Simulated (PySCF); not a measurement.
CH3Cl3Sn, triplet, at the geometry of the source list (a higher spin typed on purpose: for a closed-shell molecule this is an excited state) (core potentials on Sn); DF-HF/def2-SVP (PySCF).

The PySCF input:
```python
from pyscf import gto, scf

mol = gto.Mole()
mol.atom = '''
    C    -1.30240000   -0.19520000    0.04370000
    Sn    0.88950000    0.13090000   -0.02900000
    Cl    1.93030000   -1.18170000   -1.64230000
    Cl    1.43730000    2.34060000   -0.52760000
    Cl    1.91810000   -0.36690000    1.99090000
    H    -1.47170000   -1.18730000    0.44430000
    H    -1.72180000    0.56790000    0.68830000
    H    -1.67940000   -0.10830000   -0.96840000
'''
mol.basis = 'def2-svp'
mol.ecp = {'Sn': 'def2-svp'}
mol.spin = 2
mol.verbose = 4
mol.build()

mf = scf.UHF(mol)
mf = mf.density_fit(auxbasis='def2-universal-jkfit')
mf.kernel()
mf.analyze()
```

**Question.** Predict the main parts of the log of this PySCF run.

**Answer.** 
```
PySCF version 2.14.0

[INPUT] verbose = 4
[INPUT] num. atoms = 8
[INPUT] num. electrons = 82
[INPUT] charge = 0
[INPUT] spin (= nelec alpha-beta = 2S) = 2
[INPUT] symmetry False subgroup None
[INPUT] Mole.unit = angstrom
[INPUT] Symbol           X                Y                Z      unit          X                Y                Z       unit  Magmom
[INPUT]  1 C     -1.302400000000  -0.195200000000   0.043700000000 AA   -2.461179304634  -0.368874539515   0.082581031643 Bohr   0.0
[INPUT]  2 Sn     0.889500000000   0.130900000000  -0.029000000000 AA    1.680911387801   0.247365149706  -0.054802057612 Bohr   0.0
[INPUT]  3 Cl     1.930300000000  -1.181700000000  -1.642300000000 AA    3.647738338248  -2.233089361399  -3.103497214373 Bohr   0.0
[INPUT]  4 Cl     1.437300000000   2.340600000000  -0.527600000000 AA    2.716103358837   4.423092967157  -0.997019503321 Bohr   0.0
[INPUT]  5 Cl     1.918100000000  -0.366900000000   1.990900000000 AA    3.624683679528  -0.693340515103   3.762255741397 Bohr   0.0
[INPUT]  6 H     -1.471700000000  -1.187300000000   0.444300000000 AA   -2.781109937522  -2.243671827696   0.839605317144 Bohr   0.0
[INPUT]  7 H     -1.721800000000   0.567900000000   0.688300000000 AA   -3.253730441276   1.073175466140   1.300698491538 Bohr   0.0
[INPUT]  8 H     -1.679400000000  -0.108300000000  -0.968400000000 AA   -3.173606053595  -0.204657339290  -1.830010779029 Bohr   0.0

nuclear repulsion = 494.846461362211
number of shells = 49
number of NR pGTOs = 214
number of NR cGTOs = 109
basis = def2-svp
ecp = {'Sn': 'def2-svp'}

******** <class 'pyscf.df.df_jk.DFUHF'> ********
method = DFUHF
initial guess = minao
damping factor = 0
level_shift factor = 0
DIIS = <class 'pyscf.scf.diis.CDIIS'>
diis_start_cycle = 1
diis_space = 8
diis_damp = 0
SCF conv_tol = 1e-09
SCF conv_tol_grad = None
SCF max_cycles = 50
direct_scf = False
number electrons alpha = 42  beta = 40
Set gradient conv threshold to 3.16228e-05
******** <class 'pyscf.df.df.DF'> ********
auxbasis = def2-universal-jkfit
init E= -1607.78874485384

cycle= 1 E= -1630.10837883404  delta_E= -22.3  |g|= 1.27  |ddm|= 5.14

cycle= 2 E= -1630.72986317644  delta_E= -0.621  |g|= 0.67  |ddm|= 3.34
cycle= 3 E= -1630.9197526616  delta_E= -0.19  |g|= 0.0672  |ddm|= 0.959
cycle= 4 E= -1630.92874293263  delta_E= -0.00899  |g|= 0.0411  |ddm|= 0.197
cycle= 5 E= -1630.93304335246  delta_E= -0.0043  |g|= 0.0267  |ddm|= 0.167
cycle= 6 E= -1630.93650012932  delta_E= -0.00346  |g|= 0.0165  |ddm|= 0.19
cycle= 7 E= -1630.93824280408  delta_E= -0.00174  |g|= 0.00934  |ddm|= 0.179
cycle= 8 E= -1630.93884648437  delta_E= -0.000604  |g|= 0.00367  |ddm|= 0.139
cycle= 9 E= -1630.93892265271  delta_E= -7.62e-05  |g|= 0.00133  |ddm|= 0.0547
cycle= 10 E= -1630.93892929501  delta_E= -6.64e-06  |g|= 0.000453  |ddm|= 0.0124
cycle= 11 E= -1630.93892999634  delta_E= -7.01e-07  |g|= 0.000156  |ddm|= 0.00448
cycle= 12 E= -1630.93893005781  delta_E= -6.15e-08  |g|= 8.53e-05  |ddm|= 0.00109
cycle= 13 E= -1630.93893008561  delta_E= -2.78e-08  |g|= 4.44e-05  |ddm|= 0.000721
cycle= 14 E= -1630.93893009624  delta_E= -1.06e-08  |g|= 2.62e-05  |ddm|= 0.00042
cycle= 15 E= -1630.93893010134  delta_E= -5.1e-09  |g|= 1.41e-05  |ddm|= 0.000356
cycle= 16 E= -1630.93893010298  delta_E= -1.63e-09  |g|= 6.43e-06  |ddm|= 0.000244
cycle= 17 E= -1630.93893010326  delta_E= -2.87e-10  |g|= 2.44e-06  |ddm|= 0.000123
Extra cycle  E= -1630.93893010328  delta_E= -1.68e-11  |g|= 1.61e-06  |ddm|= 1.02e-05
converged SCF energy = -1630.93893010328  <S^2> = 2.0245227  2S+1 = 3.0163042
**** SCF Summaries ****
Total Energy =                       -1630.938930103280200
Nuclear Repulsion Energy =             494.846461362211016
One-electron Energy =                -3321.952502756745162
Two-electron Energy =                 1196.167111291254059
Two-electron Coulomb Energy =         1302.421373299759352
DFT Exchange-Correlation Energy =     -106.254262008505293
**** MO energy ****
                             alpha | beta                alpha | beta
MO #1   energy= -104.77613841881   | -104.772669494366  occ= 1 | 1
MO #2   energy= -104.774779282123  | -104.771256215294  occ= 1 | 1
MO #3   energy= -104.774090530117  | -104.770532776113  occ= 1 | 1
MO #4   energy= -11.3231448756362  | -11.292851134169   occ= 1 | 1
MO #5   energy= -10.5397427540979  | -10.5358985063933  occ= 1 | 1
MO #6   energy= -10.5383215862069  | -10.5344172224376  occ= 1 | 1
MO #7   energy= -10.5375543851992  | -10.533613728745   occ= 1 | 1
MO #8   energy= -8.01819021992892  | -8.00852156376596  occ= 1 | 1
MO #9   energy= -8.01683086758899  | -8.00848368574655  occ= 1 | 1
MO #10  energy= -8.01611174923256  | -8.00705409564643  occ= 1 | 1
MO #11  energy= -8.01098405154625  | -8.00702099529755  occ= 1 | 1
MO #12  energy= -8.01038192006275  | -8.00625872226335  occ= 1 | 1
MO #13  energy= -8.00955613407761  | -8.00623267255488  occ= 1 | 1
MO #14  energy= -8.0089572158842   | -8.00552788376528  occ= 1 | 1
MO #15  energy= -8.00878510560735  | -8.00397995931906  occ= 1 | 1
MO #16  energy= -8.00819169040114  | -8.00312909116457  occ= 1 | 1
MO #17  energy= -5.93474358840612  | -5.92317985074752  occ= 1 | 1
MO #18  energy= -4.12548714327615  | -4.11526138324297  occ= 1 | 1
MO #19  energy= -4.1169905033571   | -4.1126333735123   occ= 1 | 1
MO #20  energy= -4.11694120898     | -4.11260217741447  occ= 1 | 1
MO #21  energy= -1.39938653468179  | -1.38668211541685  occ= 1 | 1
MO #22  energy= -1.39354089187272  | -1.38651905545617  occ= 1 | 1
MO #23  energy= -1.39334863556696  | -1.38418565680378  occ= 1 | 1
MO #24  energy= -1.38440506730922  | -1.37845928699716  occ= 1 | 1
MO #25  energy= -1.38435102434514  | -1.37838547670269  occ= 1 | 1
MO #26  energy= -1.09657657183904  | -1.06427966502228  occ= 1 | 1
MO #27  energy= -1.06678111566036  | -1.03798277035628  occ= 1 | 1
MO #28  energy= -1.06551359524704  | -1.0362833159197   occ= 1 | 1
MO #29  energy= -1.05683804977844  | -0.961753865623614 occ= 1 | 1
MO #30  energy= -0.700645639142452 | -0.645653218266808 occ= 1 | 1
MO #31  energy= -0.666923328984332 | -0.645551369976123 occ= 1 | 1
MO #32  energy= -0.666824293705734 | -0.611578442724014 occ= 1 | 1
MO #33  energy= -0.572324976767063 | -0.487932323696928 occ= 1 | 1
MO #34  energy= -0.526593414765626 | -0.487773224588149 occ= 1 | 1
MO #35  energy= -0.525702388397421 | -0.470385966331081 occ= 1 | 1
MO #36  energy= -0.471770589813606 | -0.440410734740906 occ= 1 | 1
MO #37  energy= -0.464726201714058 | -0.439523272825656 occ= 1 | 1
MO #38  energy= -0.464276554880726 | -0.439270858720833 occ= 1 | 1
MO #39  energy= -0.44966613891753  | -0.438494169161254 occ= 1 | 1
MO #40  energy= -0.449046946988119 | -0.436563749269285 occ= 1 | 1
MO #41  energy= -0.442403083305824 | -0.119762206324246 occ= 1 | 0
MO #42  energy= -0.221918564707757 | 0.109603949572736  occ= 1 | 0
MO #43  energy= 0.105195631906261  | 0.139458386746817  occ= 0 | 0
MO #44  energy= 0.106001909758481  | 0.143934640236612  occ= 0 | 0
MO #45  energy= 0.121015748709324  | 0.144710963428781  occ= 0 | 0
MO #46  energy= 0.182882437010153  | 0.210246802662046  occ= 0 | 0
MO #47  energy= 0.194515517697075  | 0.210354868918289  occ= 0 | 0
MO #48  energy= 0.194612922177473  | 0.241214034186324  occ= 0 | 0
MO #49  energy= 0.292505742656893  | 0.310004621372514  occ= 0 | 0
MO #50  energy= 0.346933292881528  | 0.36556476124729   occ= 0 | 0

spin_pop of  0 C 1s       -0.00001
spin_pop of  0 C 2s        0.12701
spin_pop of  0 C 3s        0.00156
spin_pop of  0 C 2px       0.80001
spin_pop of  0 C 2py       0.05414
spin_pop of  0 C 2pz       0.03902
spin_pop of  0 C 3px       0.00006
spin_pop of  0 C 3py      -0.00082
spin_pop of  0 C 3pz      -0.00053
spin_pop of  0 C 3dxy     -0.00010
spin_pop of  0 C 3dyz      0.00005
spin_pop of  0 C 3dz^2     0.00033
spin_pop of  0 C 3dxz     -0.00022
spin_pop of  0 C 3dx2-y2    0.00072
spin_pop of  1 Sn 4s        0.00066
spin_pop of  1 Sn 5s        0.44911
spin_pop of  1 Sn 6s        0.00524
spin_pop of  1 Sn 7s        0.00067
spin_pop of  1 Sn 4px       0.00063
spin_pop of  1 Sn 4py       0.00074
spin_pop of  1 Sn 4pz      -0.00048
spin_pop of  1 Sn 5px      -0.00492
spin_pop of  1 Sn 5py       0.00082
spin_pop of  1 Sn 5pz       0.00055
spin_pop of  1 Sn 6px      -0.00379
spin_pop of  1 Sn 6py       0.02633
spin_pop of  1 Sn 6pz      -0.01785
spin_pop of  1 Sn 7px      -0.01474
spin_pop of  1 Sn 7py       0.01074
spin_pop of  1 Sn 7pz      -0.00365
spin_pop of  1 Sn 4dxy     -0.00113
spin_pop of  1 Sn 4dyz      0.00536
spin_pop of  1 Sn 4dz^2    -0.00298
spin_pop of  1 Sn 4dxz      0.01655
spin_pop of  1 Sn 4dx2-y2    0.00014
spin_pop of  1 Sn 5dxy      0.00141
spin_pop of  1 Sn 5dyz      0.00169
spin_pop of  1 Sn 5dz^2     0.00237
spin_pop of  1 Sn 5dxz      0.00206
spin_pop of  1 Sn 5dx2-y2   -0.00052
spin_pop of  2 Cl 1s        0.00000
spin_pop of  2 Cl 2s       -0.00000
spin_pop of  2 Cl 3s        0.01092
spin_pop of  2 Cl 4s       -0.00003
spin_pop of  2 Cl 2px       0.00000
spin_pop of  2 Cl 2py       0.00000
spin_pop of  2 Cl 2pz       0.00000
spin_pop of  2 Cl 3px       0.08912
spin_pop of  2 Cl 3py       0.03414
spin_pop of  2 Cl 3pz       0.06450
spin_pop of  2 Cl 4px      -0.00110
spin_pop of  2 Cl 4py       0.00031
spin_pop of  2 Cl 4pz       0.00017
spin_pop of  2 Cl 3dxy     -0.00035
spin_pop of  2 Cl 3dyz     -0.00042
spin_pop of  2 Cl 3dz^2     0.00021
spin_pop of  2 Cl 3dxz     -0.00074
spin_pop of  2 Cl 3dx2-y2    0.00016
spin_pop of  3 Cl 1s        0.00000
spin_pop of  3 Cl 2s       -0.00000
spin_pop of  3 Cl 3s        0.01083
spin_pop of  3 Cl 4s       -0.00033
spin_pop of  3 Cl 2px       0.00000
spin_pop of  3 Cl 2py       0.00000
spin_pop of  3 Cl 2pz       0.00000
spin_pop of  3 Cl 3px       0.05282
spin_pop of  3 Cl 3py       0.13169
spin_pop of  3 Cl 3pz       0.00498
spin_pop of  3 Cl 4px      -0.00071
spin_pop of  3 Cl 4py       0.00015
spin_pop of  3 Cl 4pz      -0.00020
spin_pop of  3 Cl 3dxy     -0.00051
spin_pop of  3 Cl 3dyz      0.00004
spin_pop of  3 Cl 3dz^2    -0.00033
spin_pop of  3 Cl 3dxz      0.00002
spin_pop of  3 Cl 3dx2-y2   -0.00035
spin_pop of  4 Cl 1s        0.00000
spin_pop of  4 Cl 2s       -0.00000
spin_pop of  4 Cl 3s        0.01093
spin_pop of  4 Cl 4s        0.00019
spin_pop of  4 Cl 2px       0.00000
spin_pop of  4 Cl 2py       0.00000
spin_pop of  4 Cl 2pz       0.00000
spin_pop of  4 Cl 3px       0.08741
spin_pop of  4 Cl 3py       0.00219
spin_pop of  4 Cl 3pz       0.09581
spin_pop of  4 Cl 4px      -0.00106
spin_pop of  4 Cl 4py      -0.00011
spin_pop of  4 Cl 4pz       0.00062
spin_pop of  4 Cl 3dxy      0.00006
spin_pop of  4 Cl 3dyz      0.00008
spin_pop of  4 Cl 3dz^2    -0.00008
spin_pop of  4 Cl 3dxz     -0.00115
spin_pop of  4 Cl 3dx2-y2   -0.00008
spin_pop of  5 H 1s       -0.03038
spin_pop of  5 H 2s        0.00159
spin_pop of  5 H 2px       0.00018
spin_pop of  5 H 2py      -0.00000
spin_pop of  5 H 2pz       0.00000
spin_pop of  6 H 1s       -0.03037
spin_pop of  6 H 2s        0.00161
spin_pop of  6 H 2px       0.00003
spin_pop of  6 H 2py       0.00012
spin_pop of  6 H 2pz       0.00001
spin_pop of  7 H 1s       -0.03066
spin_pop of  7 H 2s        0.00172
spin_pop of  7 H 2px       0.00006
spin_pop of  7 H 2py       0.00000
spin_pop of  7 H 2pz       0.00010
In total            42.00000 | 40.00000
Dipole moment(X, Y, Z, Debye): -6.09923, -0.95842,  0.25762
```
